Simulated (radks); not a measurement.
Polarisability of the terbium ion Tb+, [Xe] 4f9 6s1, at imaginary frequency. Method: scalar-relativistic Kohn-Sham, LDA (Slater exchange, Perdew-Wang correlation), spin-unpolarised, spherical densities, finite nucleus; Fermi nuclear charge, rms radius 5.06 fm; computed with a radial shooting solver on a logarithmic mesh with Libxc functionals. Response by self-consistent Sternheimer equations with the Hartree and adiabatic LDA kernel, the relativistic mass of each level held fixed and spin-orbit coupling left out.

w (hartree)  alpha1(iw) (bohr^3)
0.00266                    65.31
0.0143                     64.71
0.0360                     61.56
0.0697                     53.34
0.118                      40.41
0.186                      27.31
0.280                      17.69
0.413                      11.71
0.605                      8.049
0.892                      5.555
1.35                       3.623
2.12                       2.107
3.59                       1.040
6.94                      0.4009
17.5                     0.09296

Static values: alpha1 = 65.33 bohr^3 (9.681 angstrom^3; uncoupled 108.0). C6 = 541.7, triple-dipole C9 = 24230 atomic units. One-pole (London) frequency 4 C6 / (3 alpha1^2) = 0.169 hartree, against 0.331 for minus the highest occupied eigenvalue.
